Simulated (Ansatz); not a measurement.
Relaxing a trial structure of CH7Ge2+

The starting geometry of this gas-phase singlet was optimised with GFN2-xTB; its bonds are those of `[GeH2+][CH2][GeH3]`.

```xyz
10

C    -0.2739    0.4886   -1.8171
Ge    1.4905    0.8034   -2.5163
Ge   -0.3758    1.6146   -0.0880
H    -1.0429    0.8222   -2.5177
H    -0.4312   -0.5651   -1.5752
H     2.7256    0.0509   -2.0350
H     1.8229    1.9913   -3.4122
H    -1.5615    2.5015   -0.2484
H     0.8866    2.4227    0.0143
H    -0.4715    0.6414    1.0352
```

Predict what it relaxes into with PBE0-D3(BJ)/def2-SVP.

New bonds form, giving a structure with H9 bridging Ge2 and Ge3, given below by its coordinates. Distances that change by over a tenth: Ge3–H9 (1.50 → 1.77 Å). Contacts that close: Ge2–Ge3 (3.17 → 2.64 Å), Ge2–H9 (3.06 → 1.77 Å).

The energy falls by 0.45 eV over 11 steps:

```tsv
step	E − E(last) (eV)
1	0.449
2	0.344
3	0.322
4	0.293
5	0.237
7	0.046
8	0.004
9	0.000
10	0.000
11	0.000
```

Final geometry (Å):

```csv
atom,x (Å),y (Å),z (Å)
C,-0.4144,0.3525,-1.8838
Ge,1.3793,1.0788,-2.0959
Ge,-0.4912,1.4259,-0.2616
H,-1.1223,0.6601,-2.6640
H,-0.4467,-0.7309,-1.7118
H,2.5575,0.2255,-1.6473
H,1.5706,2.2572,-3.0405
H,-1.2007,2.7714,-0.3230
H,1.1483,1.9919,-0.6005
H,-0.2115,0.7393,1.0680
```

No frequencies were run, so the end isn't proven a minimum. Run with Ansatz 0.2.0, 33 s on 2 threads of Arm Neoverse V1, on a shared host.
